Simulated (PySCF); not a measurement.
Isomers of [C6H14N]+ (charge +1), mass 100.113 u with the commonest isotopes. Theory: PySCF 2.14.0, PBE0-D3(BJ)/def2-SVP geometry optimisation, gas phase. One conformer each, none proved a minimum here; rigid rotors.

**Question.** Order these by radius of gyration √(Σ m r²/M), largest first.
A. `[CH3:1][CH2:2][CH2:3][NH+:4]1[CH2:5][CH2:6][CH2:7]1` (charge +1) with C1–C2–C3–N4 60°, C2–C3–N4–C5 69°, C3–N4–C5–C6 136°, N4–C5–C6–C7 -12°, C5–C6–C7–N4 12°, C3–N4–C7–C6 -136°
B. `[CH3:1][C@@H:2]1[CH2:3][CH2:4][CH2:5][NH2+:6][CH2:7]1` (charge +1) with C1–C2–C3–C4 -71°, C2–C3–C4–C5 -54°, C3–C4–C5–N6 54°, C4–C5–N6–C7 -57°
C. `[CH3:1][N+:2]1([CH3:3])[CH2:4][CH2:5][CH2:6][CH2:7]1` (charge +1) with C1–N2–C4–C5 158°, N2–C4–C5–C6 -39°, C4–C5–C6–C7 26°, C5–C6–C7–N2 -4°

**Answer.** A (2.003 Å), B (1.735 Å), C (1.709 Å).

**Question.** Order these by rotational constant C, smallest first.
A. `[CH3:1][CH2:2][CH2:3][NH+:4]1[CH2:5][CH2:6][CH2:7]1` (charge +1) with C1–C2–C3–N4 60°, C2–C3–N4–C5 69°, C3–N4–C5–C6 136°, N4–C5–C6–C7 -12°, C5–C6–C7–N4 12°, C3–N4–C7–C6 -136°
B. `[CH3:1][C@@H:2]1[CH2:3][CH2:4][CH2:5][NH2+:6][CH2:7]1` (charge +1) with C1–C2–C3–C4 -71°, C2–C3–C4–C5 -54°, C3–C4–C5–N6 54°, C4–C5–N6–C7 -57°
C. `[CH3:1][N+:2]1([CH3:3])[CH2:4][CH2:5][CH2:6][CH2:7]1` (charge +1) with C1–N2–C4–C5 158°, N2–C4–C5–C6 -39°, C4–C5–C6–C7 26°, C5–C6–C7–N2 -4°

**Answer.** A (1377 MHz), B (1942 MHz), C (2139 MHz).

**Question.** Order these by out-of-plane moment Σ m c² = (Ia + Ib − Ic)/2, smallest first.
A. `[CH3:1][N+:2]1([CH3:3])[CH2:4][CH2:5][CH2:6][CH2:7]1` (charge +1) with C1–N2–C4–C5 158°, N2–C4–C5–C6 -39°, C4–C5–C6–C7 26°, C5–C6–C7–N2 -4°
B. `[CH3:1][CH2:2][CH2:3][NH+:4]1[CH2:5][CH2:6][CH2:7]1` (charge +1) with C1–C2–C3–N4 60°, C2–C3–N4–C5 69°, C3–N4–C5–C6 136°, N4–C5–C6–C7 -12°, C5–C6–C7–N4 12°, C3–N4–C7–C6 -136°
C. `[CH3:1][C@@H:2]1[CH2:3][CH2:4][CH2:5][NH2+:6][CH2:7]1` (charge +1) with C1–C2–C3–C4 -71°, C2–C3–C4–C5 -54°, C3–C4–C5–N6 54°, C4–C5–N6–C7 -57°

**Answer.** B (34.44 u·Å²), C (41.25 u·Å²), A (56.19 u·Å²).

```json
{"SMILES": "C[C@@H]1CCC[NH2+]C1", "point group": "C1", "Ia (u·Å²)": "144.97", "Ib (u·Å²)": "197.79", "Ic (u·Å²)": "260.26", "κ": "-0.21", "μa (D)": "2.69", "μb (D)": "3.35", "μc (D)": "0.69"}
{"SMILES": "C[N+]1(C)CCCC1", "point group": "C1", "Ia (u·Å²)": "126.21", "Ib (u·Å²)": "222.48", "Ic (u·Å²)": "236.31", "κ": "-0.86", "μa (D)": "1.73", "μb (D)": "0.01", "μc (D)": "0.00"}
{"SMILES": "CCC[NH+]1CCC1", "point group": "C1", "Ia (u·Å²)": "87.86", "Ib (u·Å²)": "348.06", "Ic (u·Å²)": "367.04", "κ": "-0.97", "μa (D)": "1.60", "μb (D)": "0.40", "μc (D)": "0.43"}
```
